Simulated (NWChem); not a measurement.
Species: CH$_{3}$FO$_{2}$Si$_{2}$; SMILES F[Si@@H]1C([SiH2]O1)=O

```xyz
9

O     -2.0930    -1.0867     0.0142
C     -0.9673    -0.6645    -0.0170
Si     0.8760    -1.3607     0.2430
O      1.3623     0.1950    -0.2287
Si    -0.0615     1.0441    -0.4441
F     -0.2366     2.1971     0.6660
H      1.3091    -1.6917     1.6246
H      1.3432    -2.3966    -0.7132
H     -0.1426     1.7001    -1.7712
```
Atoms are numbered in this order, from 1.

Computed with NWChem. Pople sets run with spherical d functions. The geometry was optimised at B3LYP/6-31G* (spherical d). Atomic charges in e: unrestrained fits to the electrostatic potential beside Mulliken populations; buried atoms are poorly determined by the fit.

For level B3LYP/def2-SVP:

| Item | Value |
|---|---|
| Mulliken O1 | -0.14 |
| Mulliken C2 | -0.19 |
| ESP Si3 | 0.56 |
| Mulliken Si3 | 0.61 |
| ESP O4 | -0.49 |
| Mulliken O4 | -0.54 |
| ESP Si5 | 0.78 |
| Mulliken Si5 | 0.84 |

Question: Estimate the same quantities for level Hartree-Fock/6-31G*.

Answer: Mulliken O1: -0.44
Mulliken C2: -0.04
ESP Si3: 0.71
Mulliken Si3: 0.97
ESP O4: -0.60
Mulliken O4: -0.89
ESP Si5: 0.93
Mulliken Si5: 1.32
